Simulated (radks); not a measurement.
Q: These are the eigenvalues of the occupied orbitals of an atom or ion with whole-number occupations (hartree). Calculated with a radial shooting solver on a logarithmic mesh with Libxc functionals: non-relativistic Kohn-Sham, TPSS, spin-polarised, spherical densities, point nucleus; meta-GGA in the generalised Kohn-Sham scheme.

| orbital | eigenvalue |
|---|---|
| 1s down | -785.5799 |
| 1s up | -785.5793 |
| 2s up | -111.5476 |
| 2s down | -111.5273 |
| 2p up | -103.1785 |
| 2p down | -103.1632 |
| 3s up | -20.23380 |
| 3s down | -20.22574 |
| 3p up | -16.94568 |
| 3p down | -16.93444 |
| 3d up | -10.93046 |
| 3d down | -10.90981 |
| 4s up | -3.42961 |
| 4s down | -3.32147 |
| 4p up | -2.45381 |
| 4p down | -2.33856 |
| 4d up | -0.93992 |
| 4d down | -0.82465 |

Which element is it, and in what charge state? The configuration may be excited. Open shells, if any, are filled with parallel spins first.

A: Z = 44, ruthenium, charge +2: Ru2+ in [Kr] 4d6. The list shows which subshells hold electrons but not how many an open one holds; the 1s level, -785.58 hartree, gives Z - s = 39.6 by -(Z - s)^2/2, which with screening narrows Z to a few neighbours, and the depths of the outer levels then fix element, charge and occupations together.
